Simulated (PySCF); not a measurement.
## Stretching SrBi

Set-up: basis Sr def2-SVPD with ECP28, Bi def2-SVPD with ECP60; scalar-relativistic core potentials; PySCF 2.14. Energies in eV from Sr + Bi in their ground configurations at the same level. State: ⁴Σ⁻ (quartet), unpaired electrons σ ↑, π ↑↑.

All columns are B3LYP. A positive dipole means Sr(−)Bi(+).

| R (Å) | E (eV) | μ (D) | Mulliken charge on Sr (basis-dependent) | HOMO (eV) | LUMO (eV) | Mayer bond order | ⟨S²⟩ |
| --- | --- | --- | --- | --- | --- | --- | --- |
| 2.880 | -0.319 | -3.36 | 0.17 | -3.56 | -3.11 | 1.27 | 3.75 |
| 3.014 | -0.609 | -3.47 | 0.20 | -3.62 | -2.97 | 1.20 | 3.75 |
| 3.148 | -0.768 | -3.59 | 0.22 | -3.67 | -2.86 | 1.15 | 3.75 |
| 3.248 | -0.827 | -3.69 | 0.23 | -3.71 | -2.78 | 1.11 | 3.75 |
| 3.349 | -0.848 | -3.79 | 0.23 | -3.76 | -2.71 | 1.07 | 3.75 |
| 3.450 | -0.842 | -3.88 | 0.24 | -3.80 | -2.65 | 1.03 | 3.76 |
| 3.583 | -0.804 | -3.97 | 0.24 | -3.85 | -2.58 | 0.98 | 3.76 |
| 3.751 | -0.727 | -4.04 | 0.23 | -3.91 | -2.51 | 0.92 | 3.76 |
| 3.952 | -0.616 | -4.02 | 0.22 | -3.97 | -2.56 | 0.84 | 3.76 |
| 4.220 | -0.468 | -3.86 | 0.19 | -4.04 | -2.61 | 0.71 | 3.77 |

A fit through these points gives, at Re = 3.372 Å, μ = -3.81 D and dμ/dR = -0.911 D/Å; the reduced mass is 61.88 u.

Problem. How strong is the fundamental in the double-harmonic approximation, I = 42.26·(dμ/dR)²/μred km/mol?

Solution. I = 42.26·(-0.911)²/61.88 = 0.567 km/mol at B3LYP.

These are scalar-relativistic numbers at best; spin–orbit coupling would shift them, the dissociation energy most. The state was picked by a PBE0 search and need not be the measured ground state.
